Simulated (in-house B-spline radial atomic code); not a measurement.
The numbers below are computed, except where a source is named.
# Two electrons in InAs: a Gaussian well −V exp(−r²/w²) with V = 13.3 meV and w = 185 nm

For InAs the NSM archive of the Ioffe Institute lists m* = 0.023 m0 and ε = 15.15. In so narrow a gap the band flattens within tens of meV, so real spacings are smaller, by up to some tenths.

Effective-mass model with parabolic bands, a uniform dielectric constant, no image charges, no central-cell or spin-orbit terms. Two-electron levels come from full CI in B-splines with partial waves to l = 5 (up to 0.001 effective hartree above the limit).

(1) What are the effective units, and what is the potential in them?

In these units the lowest s and p orbitals lie at -4.031170 and -3.488629, and their Coulomb and exchange integrals are J_ss = 0.589719, J_sp = 0.485292 and K_sp = 0.09569. Full CI gives -7.538505 for the ground singlet, -7.147341 for the sp triplet, -7.004563 for the sp singlet and -6.662403 for the lowest triplet of two s orbitals.

(2) What does it cost to add the second electron, to first order and exactly?

(3) How far above the singlet do the triplets lie?

Answers

(1) Ha* = 27211.386 meV × 0.023/15.15² = 2.727 meV and a* = 0.0529177 nm × 15.15/0.023 = 34.86 nm. V = 4.88 Ha* and w = 5.31 a*.

(2) To first order E = 2ε_s + J_ss = -7.472621, so the charging energy E(2) − 2E(1) is J_ss = 1.608 meV. CI gives -7.538505 − 2 × (-4.031170) = 0.523835, or 1.428 meV: relaxation and correlation lower it by 0.1797 meV, 11.2 % of J_ss. The s² configuration of one-electron orbitals holds 95.3 % of the state, and the mean radius is 58.4 nm. The second electron is bound by ε_s − E = 9.564 meV, against 10.99 meV for the first.

(3) To first order the sp triplet lies at ε_s + ε_p + J_sp − K_sp = -7.130192, which is 0.9337 meV above 2ε_s + J_ss. CI gives -7.147341 − (-7.538505) = 0.391164, or 1.067 meV, 72 % of the orbital spacing of 1.479 meV. The ss triplet lies 2.389 meV up, so the lower of the two is the sp one, and its gap equals k_BT at 12.4 K. The sp singlet-triplet splitting is 0.3893 meV, against 2K_sp = 0.5218 meV.
